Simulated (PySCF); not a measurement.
Al(Cl)3(NH3), H3AlCl3N, singlet (PBE0/def2-SVP optimised geometry):

```
8

Al    -0.372    -1.216     0.000
Cl    -1.326    -1.789     1.804
Cl     1.747    -1.216     0.000
Cl    -1.325    -1.788    -1.805
N     -0.742     0.763     0.000
H     -0.341     1.216    -0.824
H     -0.344     1.216     0.826
H     -1.747     0.953    -0.002
```

Calculation: PBE0/def2-TZVP (PySCF 2.14.0).

Question: What are the frontier orbital energies and the dipole moment?

Answer: HOMO-2 -8.90 eV, HOMO-1 -8.90 eV, HOMO -8.51 eV, LUMO -0.53 eV, LUMO+1 0.73 eV; dipole moment 6.22 D.

On the same geometry PBE/def2-TZVP run with PySCF gives HOMO-2 -7.47 eV, HOMO-1 -7.47 eV, HOMO -7.10 eV, LUMO -1.36 eV, LUMO+1 -0.16 eV; dipole moment 6.10 D.

Meta-Löwdin charges at PBE0/def2-TZVP: Al1 0.80, Cl2 -0.38, Cl3 -0.38, Cl4 -0.38, N5 -0.50, H6 0.28, H7 0.28, H8 0.28.
